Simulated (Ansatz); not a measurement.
input.yaml

```yaml
crystal:
  periodic: [false, false, false]
  atoms:
    - { symbol: Si, position_ang: [-1.221634, 0.798198, 0.552969] }
    - { symbol: O, position_ang: [0.312348, 0.274685, 0.048845] }
    - { symbol: B, position_ang: [0.691283, -0.922582, -0.500669] }
    - { symbol: S, position_ang: [2.431527, -1.239944, -0.951254] }
    - { symbol: H, position_ang: [-1.16629, 1.054783, 2.027426] }
    - { symbol: H, position_ang: [-1.52994, 2.074527, -0.166471] }
    - { symbol: H, position_ang: [-2.268816, -0.232111, 0.248286] }
    - { symbol: H, position_ang: [-0.0893, -1.819809, -0.715178] }
    - { symbol: H, position_ang: [2.929021, -0.033946, -0.561053] }
magnetization:
  spin_polarized: true
basis:
  gaussian: { orbitals: "6-31G*" }
hamiltonian:
  xc: revpbe
neb:
  order_check: false
  images: 5
  f_tol: 0.05
  max_iterations: 60
  final_atoms:
    - { symbol: Si, position_ang: [-1.55721136, 1.1188299, 0.3334277] }
    - { symbol: O, position_ang: [-0.28640668, -0.0776097, 1.15027726] }
    - { symbol: B, position_ang: [0.19998734, -0.29446142, -0.31218257] }
    - { symbol: S, position_ang: [1.92844654, 0.41062037, -0.62946815] }
    - { symbol: H, position_ang: [0.41247489, 0.45106394, 1.60150706] }
    - { symbol: H, position_ang: [-0.59495722, 0.58212105, -0.96912088] }
    - { symbol: H, position_ang: [-2.50546947, -0.05653594, 0.06466675] }
    - { symbol: H, position_ang: [-0.07889137, -1.39543931, -0.70359738] }
    - { symbol: H, position_ang: [2.57022633, -0.78478788, -0.55260879] }
  initial_path:
    images:
      - { positions_ang: [[-1.221634, 0.798198, 0.552969], [0.312348, 0.274685, 0.048845], [0.691283, -0.922582, -0.500669], [2.431527, -1.239944, -0.951254], [-1.16629, 1.054783, 2.027426], [-1.52994, 2.074527, -0.166471], [-2.268816, -0.232111, 0.248286], [-0.0893, -1.819809, -0.715178], [2.929021, -0.033946, -0.561053]] }
      - { positions_ang: [[-1.17370521, 0.80250434, 0.51860792], [0.17208244, 0.0714914, 0.41458291], [0.62950814, -0.95793259, -0.32791725], [2.39284585, -0.98601493, -0.82441879], [-1.07478842, 0.87513087, 1.90861351], [-1.12791198, 1.99428552, -0.22515435], [-2.20903064, -0.0838104, 0.01723867], [-0.03673722, -1.86964785, -0.62567751], [2.51593604, 0.10779463, -0.87297412]] }
      - { positions_ang: [[-1.12577643, 0.80681069, 0.48424684], [0.03181688, -0.1317022, 0.78032082], [0.56773329, -0.99328319, -0.1551655], [2.3541647, -0.73208586, -0.69758357], [-0.98328683, 0.69547875, 1.78980102], [-0.72588396, 1.91404405, -0.28383769], [-2.14924528, 0.0644902, -0.21380867], [0.01582555, -1.9194867, -0.53617702], [2.10285108, 0.24953527, -1.18489523]] }
      - { positions_ang: [[-1.07784764, 0.81111703, 0.44988576], [-0.10844868, -0.3348958, 1.14605873], [0.50595843, -1.02863378, 0.01758626], [2.31548354, -0.47815679, -0.57074836], [-0.89178525, 0.51582662, 1.67098853], [-0.32385594, 1.83380257, -0.34252104], [-2.08945992, 0.2127908, -0.444856], [0.06838833, -1.96932554, -0.44667653], [1.68976612, 0.3912759, -1.49681635]] }
      - { positions_ang: [[-1.23763555, 0.91368799, 0.4110664], [-0.16776801, -0.24913377, 1.14746491], [0.40396807, -0.78390966, -0.09233669], [2.18647121, -0.18189774, -0.59032162], [-0.45703187, 0.49423906, 1.64782804], [-0.41422303, 1.4165754, -0.55138765], [-2.22812977, 0.12301522, -0.27501509], [0.0192951, -1.77803013, -0.53231681], [1.98325286, -0.00074536, -1.18208049]] }
      - { positions_ang: [[-1.39742345, 1.01625895, 0.37224705], [-0.22708735, -0.16337174, 1.14887108], [0.3019777, -0.53918554, -0.20225963], [2.05745887, 0.11436131, -0.60989488], [-0.02227849, 0.4726515, 1.62466755], [-0.50459013, 0.99934822, -0.76025426], [-2.36679962, 0.03323964, -0.10517417], [-0.02979814, -1.58673472, -0.6179571], [2.27673959, -0.39276662, -0.86734464]] }
      - { positions_ang: [[-1.55721136, 1.1188299, 0.3334277], [-0.28640668, -0.0776097, 1.15027726], [0.19998734, -0.29446142, -0.31218257], [1.92844654, 0.41062037, -0.62946815], [0.41247489, 0.45106394, 1.60150706], [-0.59495722, 0.58212105, -0.96912088], [-2.50546947, -0.05653594, 0.06466675], [-0.07889137, -1.39543931, -0.70359738], [2.57022633, -0.78478788, -0.55260879]] }
```

Launched with:

```bash
$ ansatz run input.yaml --threads 2 --pin off --max-ram 3072MiB --backend cpu --events-out ev --progress --plain --runs-dir out
```

Hardware: 2 threads of Arm Neoverse V2 (shared host).

Problem. Roughly how long does this run take, and how much memory?

Solution. 7.2 min, with a peak of 0.14 GiB, for 45 band iterations.
